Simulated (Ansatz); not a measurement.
Ansatz (an electronic-structure program) input file for Ge(H)(F)2(OMe) (CH4F2GeO), SMILES C[O][GeH]([F])[F], B3LYP-D3(BJ)/def2-SVP. 

Ansatz 0.2 input:
```yaml
crystal:
  periodic: [false, false, false]
  atoms:
    - {symbol: Ge, position_ang: [0.39064242, 0.06701823, 0.28387778]}
    - {symbol: F, position_ang: [0.57229696, 1.45194087, -0.73900437]}
    - {symbol: F, position_ang: [1.48383430, -1.09394173, -0.31472511]}
    - {symbol: O, position_ang: [-1.11911147, -0.66325473, -0.04497196]}
    - {symbol: C, position_ang: [-2.42708510, -0.10099656, -0.09232103]}
    - {symbol: H, position_ang: [0.81624224, 0.47190384, 1.64923285]}
    - {symbol: H, position_ang: [-3.05616637, -0.83718702, -0.59203027]}
    - {symbol: H, position_ang: [-2.80894422, 0.07903269, 0.91368050]}
    - {symbol: H, position_ang: [-2.44146788, 0.83169218, -0.65770479]}
basis:
  gaussian:
    orbitals: def2-SVP
hamiltonian:
  xc: b3lyp
  dispersion: d3bj
relax: {f_tol: 0.002, max_steps: 200}
```

Output:

```
WARN ansatz: RAYON_NUM_THREADS=1 ignored (pool sized by the plan → 1); use --threads N
Functional definition: B3LYP
integrals: 0.06 GiB planned
1139 factors; integrals over basis functions are off by at most 2.7e-4 eV
mean field: 0.53 GiB planned
mean field evaluation 1: about -65083.2881 eV, gradient 6.5e1 eV
mean field evaluation 2: about -65069.2381 eV, gradient 1.1e2 eV
mean field evaluation 4: about -65090.6233 eV, gradient 5.5e0 eV
mean field evaluation 8: about -65090.6900 eV, gradient 5.3e-2 eV
mean field -65090.69002632 eV, -2392.0387384131 hartree, gradient 2.8e-5 eV, S^2 0.000000; 0 other end points of the search recorded, 0 dependent functions left out
the calculation of the forces begins
reference -65090.69025518 eV, -2392.0387468236 hartree; 34, 34 occupied and 74, 74 virtual orbitals, 1139 factors
relax step   1: F+E_penalty+E_count = -65090.93909093 eV  Δ(F+E_penalty+E_count) = +0.000e0 eV  max|allowed force component| = 1.147e0 eV/Å  Δτ_max = 0.0000 Å  (24 SCF iters, accepted)
these checks for a lower state are left out or cut short: starts, cluster_reference, orbital_swaps, neighbouring_geometries, increment
integrals: 0.06 GiB planned
1139 factors; integrals over basis functions are off by at most 2.7e-4 eV
mean field: 0.53 GiB planned
mean field evaluation 16: about -65090.7129 eV, gradient 4.0e0 eV
mean field -65090.76041792 eV, -2392.0413252564 hartree, gradient 9.6e-6 eV, S^2 0.000000; 0 other end points of the search recorded, 0 dependent functions left out
the calculation of the forces begins
reference -65090.76064679 eV, -2392.0413336674 hartree; 34, 34 occupied and 74, 74 virtual orbitals, 1139 factors
relax step   2: F+E_penalty+E_count = -65091.00901851 eV  Δ(F+E_penalty+E_count) = -6.993e-2 eV  max|allowed force component| = 6.268e-1 eV/Å  Δτ_max = 0.0530 Å  (29 SCF iters, accepted)
these checks for a lower state are left out or cut short: starts, cluster_reference, orbital_swaps, neighbouring_geometries, increment
integrals: 0.06 GiB planned
1139 factors; integrals over basis functions are off by at most 2.7e-4 eV
mean field: 0.53 GiB planned
mean field -65090.78168538 eV, -2392.0421068214 hartree, gradient 1.1e-5 eV, S^2 0.000000; 0 other end points of the search recorded, 0 dependent functions left out
the calculation of the forces begins
reference -65090.78191341 eV, -2392.0421152012 hartree; 34, 34 occupied and 74, 74 virtual orbitals, 1139 factors
relax step   3: F+E_penalty+E_count = -65091.03148153 eV  Δ(F+E_penalty+E_count) = -2.246e-2 eV  max|allowed force component| = 1.386e-1 eV/Å  Δτ_max = 0.0661 Å  (28 SCF iters, accepted)
these checks for a lower state are left out or cut short: starts, cluster_reference, orbital_swaps, neighbouring_geometries, increment
integrals: 0.06 GiB planned
1139 factors; integrals over basis functions are off by at most 2.7e-4 eV
mean field: 0.53 GiB planned
mean field evaluation 32: about -65090.7843 eV, gradient 1.1e-1 eV
mean field -65090.78433967 eV, -2392.0422043647 hartree, gradient 1.0e-5 eV, S^2 0.000000; 0 other end points of the search recorded, 0 dependent functions left out
the calculation of the forces begins
reference -65090.78456792 eV, -2392.0422127525 hartree; 34, 34 occupied and 74, 74 virtual orbitals, 1139 factors
relax step   4: F+E_penalty+E_count = -65091.03577368 eV  Δ(F+E_penalty+E_count) = -4.292e-3 eV  max|allowed force component| = 2.240e-1 eV/Å  Δτ_max = 0.0547 Å  (28 SCF iters, accepted)
these checks for a lower state are left out or cut short: starts, cluster_reference, orbital_swaps, neighbouring_geometries, increment
integrals: 0.06 GiB planned
1139 factors; integrals over basis functions are off by at most 2.7e-4 eV
mean field: 0.53 GiB planned
mean field -65090.78658739 eV, -2392.0422869668 hartree, gradient 1.1e-5 eV, S^2 0.000000; 0 other end points of the search recorded, 0 dependent functions left out
the calculation of the forces begins
reference -65090.78681523 eV, -2392.0422953398 hartree; 34, 34 occupied and 74, 74 virtual orbitals, 1139 factors
relax step   5: F+E_penalty+E_count = -65091.03937726 eV  Δ(F+E_penalty+E_count) = -3.604e-3 eV  max|allowed force component| = 5.325e-2 eV/Å  Δτ_max = 0.0543 Å  (28 SCF iters, accepted)
these checks for a lower state are left out or cut short: starts, cluster_reference, orbital_swaps, neighbouring_geometries, increment
integrals: 0.06 GiB planned
1139 factors; integrals over basis functions are off by at most 2.7e-4 eV
[...]
relax step  23: F+E_penalty+E_count = -65091.13269922 eV  Δ(F+E_penalty+E_count) = -2.070e-3 eV  max|allowed force component| = 1.146e-2 eV/Å  Δτ_max = 0.0343 Å  (29 SCF iters, accepted)
these checks for a lower state are left out or cut short: starts, cluster_reference, orbital_swaps, neighbouring_geometries, increment
integrals: 0.06 GiB planned
1139 factors; integrals over basis functions are off by at most 3.2e-4 eV
mean field: 0.53 GiB planned
mean field -65090.87769276 eV, -2392.0456350273 hartree, gradient 1.8e-5 eV, S^2 0.000000; 0 other end points of the search recorded, 0 dependent functions left out
the calculation of the forces begins
reference -65090.87791893 eV, -2392.0456433391 hartree; 34, 34 occupied and 74, 74 virtual orbitals, 1139 factors
relax step  24: F+E_penalty+E_count = -65091.13300429 eV  Δ(F+E_penalty+E_count) = -3.051e-4 eV  max|allowed force component| = 1.564e-1 eV/Å  Δτ_max = 0.0976 Å  (27 SCF iters, accepted)
these checks for a lower state are left out or cut short: starts, cluster_reference, orbital_swaps, neighbouring_geometries, increment
integrals: 0.06 GiB planned
1139 factors; integrals over basis functions are off by at most 3.2e-4 eV
mean field: 0.53 GiB planned
mean field -65090.87874439 eV, -2392.0456736742 hartree, gradient 1.0e-5 eV, S^2 0.000000; 0 other end points of the search recorded, 0 dependent functions left out
the calculation of the forces begins
reference -65090.87897063 eV, -2392.0456819882 hartree; 34, 34 occupied and 74, 74 virtual orbitals, 1139 factors
relax step  25: F+E_penalty+E_count = -65091.13416487 eV  Δ(F+E_penalty+E_count) = -1.161e-3 eV  max|allowed force component| = 3.407e-2 eV/Å  Δτ_max = 0.0164 Å  (30 SCF iters, accepted)
these checks for a lower state are left out or cut short: starts, cluster_reference, orbital_swaps, neighbouring_geometries, increment
integrals: 0.06 GiB planned
1139 factors; integrals over basis functions are off by at most 3.2e-4 eV
mean field: 0.53 GiB planned
mean field -65090.87857999 eV, -2392.0456676325 hartree, gradient 1.0e-5 eV, S^2 0.000000; 0 other end points of the search recorded, 0 dependent functions left out
the calculation of the forces begins
reference -65090.87880610 eV, -2392.0456759421 hartree; 34, 34 occupied and 74, 74 virtual orbitals, 1139 factors
relax step  26: F+E_penalty+E_count = -65091.13412866 eV  Δ(F+E_penalty+E_count) = +3.621e-5 eV  max|allowed force component| = 5.484e-2 eV/Å  Δτ_max = 0.0174 Å  (29 SCF iters, rejected (line search))
these checks for a lower state are left out or cut short: starts, cluster_reference, orbital_swaps, neighbouring_geometries, increment
integrals: 0.06 GiB planned
1139 factors; integrals over basis functions are off by at most 3.2e-4 eV
mean field: 0.53 GiB planned
mean field evaluation 192: about -65090.8782 eV, gradient 4.2e-1 eV
mean field -65090.87878054 eV, -2392.0456750025 hartree, gradient 2.0e-5 eV, S^2 0.000000; 0 other end points of the search recorded, 0 dependent functions left out
the calculation of the forces begins
reference -65090.87900667 eV, -2392.0456833129 hartree; 34, 34 occupied and 74, 74 virtual orbitals, 1139 factors
relax step  27: F+E_penalty+E_count = -65091.13431393 eV  Δ(F+E_penalty+E_count) = -1.491e-4 eV  max|allowed force component| = 2.575e-3 eV/Å  Δτ_max = 0.0084 Å  (23 SCF iters, accepted)
these checks for a lower state are left out or cut short: starts, cluster_reference, orbital_swaps, neighbouring_geometries, increment
integrals: 0.06 GiB planned
1139 factors; integrals over basis functions are off by at most 3.2e-4 eV
mean field: 0.53 GiB planned
mean field -65090.87887819 eV, -2392.0456785910 hartree, gradient 1.0e-5 eV, S^2 0.000000; 0 other end points of the search recorded, 0 dependent functions left out
the calculation of the forces begins
reference -65090.87910405 eV, -2392.0456868915 hartree; 34, 34 occupied and 74, 74 virtual orbitals, 1139 factors
relax step  28: F+E_penalty+E_count = -65091.13449494 eV  Δ(F+E_penalty+E_count) = -1.810e-4 eV  max|allowed force component| = 1.305e-2 eV/Å  Δτ_max = 0.0260 Å  (30 SCF iters, accepted)
these checks for a lower state are left out or cut short: starts, cluster_reference, orbital_swaps, neighbouring_geometries, increment
integrals: 0.06 GiB planned
1139 factors; integrals over basis functions are off by at most 3.2e-4 eV
mean field: 0.53 GiB planned
mean field -65090.87888380 eV, -2392.0456787973 hartree, gradient 1.0e-5 eV, S^2 0.000000; 0 other end points of the search recorded, 0 dependent functions left out
the calculation of the forces begins
reference -65090.87910939 eV, -2392.0456870876 hartree; 34, 34 occupied and 74, 74 virtual orbitals, 1139 factors
relax step  29: F+E_penalty+E_count = -65091.13456262 eV  Δ(F+E_penalty+E_count) = -6.768e-5 eV  max|allowed force component| = 1.416e-2 eV/Å  Δτ_max = 0.0300 Å  (28 SCF iters, accepted)
these checks for a lower state are left out or cut short: starts, cluster_reference, orbital_swaps, neighbouring_geometries, increment
integrals: 0.06 GiB planned
1139 factors; integrals over basis functions are off by at most 3.2e-4 eV
mean field: 0.53 GiB planned
mean field -65090.87890899 eV, -2392.0456797231 hartree, gradient 4.9e-5 eV, S^2 0.000000; 0 other end points of the search recorded, 0 dependent functions left out
the calculation of the forces begins
reference -65090.87913459 eV, -2392.0456880137 hartree; 34, 34 occupied and 74, 74 virtual orbitals, 1139 factors
relax step  30: F+E_penalty+E_count = -65091.13457582 eV  Δ(F+E_penalty+E_count) = -1.320e-5 eV  max|allowed force component| = 4.380e-3 eV/Å  Δτ_max = 0.0018 Å  (20 SCF iters, accepted)
these checks for a lower state are left out or cut short: starts, cluster_reference, orbital_swaps, neighbouring_geometries, increment
integrals: 0.06 GiB planned
1139 factors; integrals over basis functions are off by at most 3.2e-4 eV
mean field: 0.53 GiB planned
mean field -65090.87894699 eV, -2392.0456811196 hartree, gradient 3.0e-5 eV, S^2 0.000000; 0 other end points of the search recorded, 0 dependent functions left out
the calculation of the forces begins
reference -65090.87917261 eV, -2392.0456894110 hartree; 34, 34 occupied and 74, 74 virtual orbitals, 1139 factors
relax step  31: F+E_penalty+E_count = -65091.13457808 eV  Δ(F+E_penalty+E_count) = -2.264e-6 eV  max|allowed force component| = 1.465e-3 eV/Å  Δτ_max = 0.0015 Å  (20 SCF iters, accepted)
integrals: 0.06 GiB planned
1139 factors; integrals over basis functions are off by at most 3.2e-4 eV
mean field: 0.53 GiB planned
mean field evaluation 224: about -65090.8111 eV, gradient 5.5e0 eV
mean field -65090.87894699 eV, -2392.0456811196 hartree, gradient 3.0e-5 eV, S^2 0.000000; 1 other end points of the search recorded, 0 dependent functions left out
the calculation of the forces begins
reference -65090.87917261 eV, -2392.0456894110 hartree; 34, 34 occupied and 74, 74 virtual orbitals, 1139 factors
Total energy: -65091.13480370 eV, -2392.0550836803 hartree
Atom 0 at     0.370199     0.098797     0.397917 Å, force     0.001465     0.000654     0.000243 eV/Å
Atom 1 at     0.579954     1.519940    -0.573113 Å, force    -0.000133    -0.000113    -0.000134 eV/Å
Atom 2 at     0.765221    -1.194274    -0.687638 Å, force    -0.000238    -0.000125     0.000084 eV/Å
Atom 3 at    -1.311271    -0.035146     0.856901 Å, force    -0.001086    -0.000311    -0.000261 eV/Å
Atom 4 at    -2.350337    -0.066000    -0.114761 Å, force    -0.000435     0.000027     0.000112 eV/Å
Atom 5 at     1.278034     0.109498     1.616340 Å, force     0.000197    -0.000125    -0.000040 eV/Å
Atom 6 at    -2.248251    -0.932254    -0.790909 Å, force     0.000057    -0.000152    -0.000043 eV/Å
Atom 7 at    -3.306533    -0.150304     0.422479 Å, force     0.000157     0.000010    -0.000176 eV/Å
Atom 8 at    -2.366775     0.855950    -0.721182 Å, force     0.000015     0.000135     0.000215 eV/Å
Dipole moment:    -0.169533    -0.021800     0.235549 e Å
```

The run converged.

Cost: roughly 120 core-seconds.
